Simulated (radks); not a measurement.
Spherical jellium clusters: N electrons in a uniform positive sphere of charge N and radius rs N^(1/3), rs = 4.67 bohr. Method: non-relativistic Kohn-Sham, PBEsol, spin-polarised, spherical densities; computed with a radial shooting solver with Libxc functionals. Levels are named by radial order and angular momentum (1s, 1p, 1d, 2s, ...), and open shells are averaged over m. Each electron was tried in the lowest free levels, single moves between levels near the top were tried too, and the lowest total energy was kept; such a search can miss a lower state. The series stops at N = 11: beyond it a trial failed or the search could not be trusted, so later rows were left out. Energies include the self-energy of the background; IP and EA are vertical (highest electron removed, lowest free level filled), at fixed background; spill-out counts the electrons outside the background radius R, and alpha is the static dipole polarisability from linear response (closed shells only). A dash means not computed or, for alpha, an open shell; in EA it means that no bound solution was reached, which is typical of self-interaction and does not show that the anion is unstable. Real open-shell clusters deform, which this model forbids.

| N | open shells | 2S | E/N (eV) | E(N+1) + E(N-1) - 2E(N) (eV) | IP (eV) | EA (eV) | -e(HOMO) (eV) | spill-out (e) |
|---|---|---|---|---|---|---|---|---|
| 1 | 1s(up 1, down 0) | 1 | -1.381 | - | - | - | 2.736 | 0.32 |
| 2 | none | 0 | -1.672 | 0.758 | 4.597 | - | 2.805 | 0.47 |
| 3 | 1p(up 1, down 0) | 1 | -1.516 | -0.551 | 3.516 | - | 2.025 | 0.74 |
| 4 | 1p(up 2, down 0) | 2 | -1.576 | -0.349 | 3.950 | - | 2.441 | 0.89 |
| 5 | 1p(up 3, down 0) | 3 | -1.682 | 0.379 | 4.168 | - | 2.698 | 0.99 |
| 6 | 1p(up 3, down 1) | 2 | -1.689 | -0.351 | 3.678 | - | 2.398 | 1.12 |
| 7 | 1p(up 3, down 2) | 1 | -1.745 | -0.225 | 3.959 | 1.428 | 2.662 | 1.22 |
| 8 | none | 0 | -1.814 | 0.895 | 4.118 | - | 2.838 | 1.31 |
| 9 | 1d(up 1, down 0) | 1 | -1.769 | -0.227 | 3.164 | - | 2.002 | 1.46 |
| 10 | 1d(up 2, down 0) | 2 | -1.756 | -0.184 | 3.366 | 1.109 | 2.213 | 1.58 |
| 11 | 1d(up 3, down 0) | 3 | -1.761 | - | 3.517 | 1.285 | 2.379 | 1.68 |

All shells are closed at N = 2, 8 (there: 1s2 1p6); the second difference of the energy has clear peaks (12 % above both neighbours; the first and last values, which can be the largest, are not judged, and half-filled shells can peak too) at N = 5, 8.
